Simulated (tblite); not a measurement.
Task: Write Cartesian coordinates for `C=N[C@@H]1CC[C]2C[C@@H]21` [radical] as optimised with GFN2-xTB. (Doublet state.)

Result: 
```xyz
18
C7H10N angstrom
C      2.772    0.454   -0.420
N      1.583    0.351   -0.793
C      0.597   -0.230    0.064
C     -0.239   -1.260   -0.728
C     -1.712   -1.090   -0.282
C     -1.758    0.316    0.196
C     -1.288    1.449   -0.610
C     -0.413    0.836    0.485
H      3.483    0.920   -1.086
H      3.153    0.099    0.546
H      1.042   -0.681    0.969
H      0.121   -2.275   -0.570
H     -0.146   -1.021   -1.787
H     -2.411   -1.291   -1.094
H     -1.936   -1.769    0.544
H     -1.665    2.437   -0.388
H     -1.037    1.307   -1.653
H     -0.155    1.456    1.330
```

Orientation and origin are arbitrary. Atoms count from 1 in this order. The 3-membered ring C6–C7–C8 has internal angles of 58.5° to 62.8°. N2 (nitrogen bonded to 2 C) is bent (angle 120.7°). The 5-membered ring C3–C4–C5–C6–C8 has internal angles of 103.1° to 111.6°; it is puckered, 0.11 Å rms from its mean plane, widest ring torsion 25°. C6 (carbon bonded to 3 C) is pyramidal (angles 122.9°, 111.6° and 62.8°, sum 297.3°, 0.65 Å off the plane of its three neighbours).

Bonds between heavy atoms (Å): C1=N2 1.251, N2–C3 1.430, C3–C4 1.545, C4–C5 1.548, C5–C6 1.486, C6–C7 1.468, C7–C8 1.530, C3–C8 1.527, C6–C8 1.471.

Structure optimised with GFN2-xTB, isolated species. This method treats the open shell by occupation alone, without spin polarisation.

Point group: C1 (no symmetry element, even within 0.4 Å). Its GFN2-xTB frequencies are all real (lowest 76 cm⁻¹). Torsions: C1–N2–C3–C4 -133°, N2–C3–C4–C5 -140°, C3–C4–C5–C6 25°, C4–C5–C6–C7 52°, C5–C6–C7–C8 -99°.

One conformer stands for the species.

These are computed values.
